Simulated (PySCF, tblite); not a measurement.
Isomers of C3H10NO2Si (doublet state), one GFN2-xTB conformer each. Single-point energies are computed at B3LYP/pcH-1 (PySCF, gas phase, no added dispersion term), electronic only. GFN2-xTB treats the open shell by occupation alone, and not every SCF solution was tested for stability.

**Question.** Rank them by B3LYP/pcH-1 energy, lowest first (kcal/mol).
A. `[CH3:1][CH2:2][O:3][Si:4]([OH:5])[NH:6][CH3:7]` (doublet state) with C1–C2–O3–Si4 71°, C2–O3–Si4–O5 31°, O3–Si4–O5–H -164°, O3–Si4–N6–C7 -45°
B. `[CH3:1][C:2]([CH3:3])[O:4][Si@@H:5]([NH2:6])[OH:7]` (doublet state) with C1–C2–O4–Si5 -170°, C2–O4–Si5–N6 64°, O4–Si5–N6–H -55° and 168°, O4–Si5–O7–H -50°
C. `[CH3:1][CH:2]([CH3:3])[O:4][Si:5]([NH2:6])[OH:7]` (doublet state) with C1–C2–O4–Si5 69°, C2–O4–Si5–N6 161°, O4–Si5–N6–H 39° and 171°, O4–Si5–O7–H 68°
D. `[CH2:1][C@@H:2]([CH3:3])[O:4][Si@@H:5]([NH2:6])[OH:7]` (doublet state) with H–C1–C2–C3 62° and -113°, C1–C2–O4–Si5 77°, C2–O4–Si5–N6 61°, O4–Si5–N6–H -58° and 166°, O4–Si5–O7–H -40°
E. `[CH3:1][CH2:2][O:3][Si@H:4]([OH:5])[N:6][CH3:7]` (doublet state) with C1–C2–O3–Si4 73°, C2–O3–Si4–O5 39°, O3–Si4–O5–H -164°, O3–Si4–N6–C7 -66°

**Answer.** C (0.0), B (2.3), D (11.9), A (12.8), E (24.1).

As drawn, the lowest has an N–H bond, which the highest lacks. Neighbours under 5.0 kcal/mol apart (CC(C)O[Si](N)O and C[C](C)O[Si@@H](N)O; [CH2][C@@H](C)O[Si@@H](N)O and CCO[Si](O)NC) can change places with a better method, another conformer or zero-point energy. GFN2-xTB itself gives, in the same order: 6.3, 0.0, 15.4, 10.7, 10.6. GFN2-xTB puts C[C](C)O[Si@@H](N)O lowest instead; measured from each level's own lowest isomer, the values differ by up to 13.5 kcal/mol (CCO[Si@H](O)[N]C: 10.6 against 24.1).

**Question.** What happens when harmonic zero-point energies from GFN2-xTB frequencies are added?

**Answer.** 
```csv
SMILES,ZPE (kcal/mol),electronic (kcal/mol),with ZPE (kcal/mol)
CC(C)O[Si](N)O,85.2,0.0,0.8
C[C](C)O[Si@@H](N)O,82.0,2.3,0.0
[CH2][C@@H](C)O[Si@@H](N)O,81.1,11.9,8.7
CCO[Si](O)NC,85.4,12.8,13.9
CCO[Si@H](O)[N]C,82.4,24.1,22.1
```

The zero-point energies span 4.3 kcal/mol. C[C](C)O[Si@@H](N)O becomes the lowest.

**Question.** As an exercise, what shares would exp(−E/RT) give at 298.15 K from these electronic energies alone (no entropy, no degeneracies)?

**Answer.** RT = 0.592 kcal/mol: CC(C)O[Si](N)O 98.1 %, C[C](C)O[Si@@H](N)O 1.9 %, [CH2][C@@H](C)O[Si@@H](N)O under 0.1 %, CCO[Si](O)NC under 0.1 %, CCO[Si@H](O)[N]C under 0.1 %.
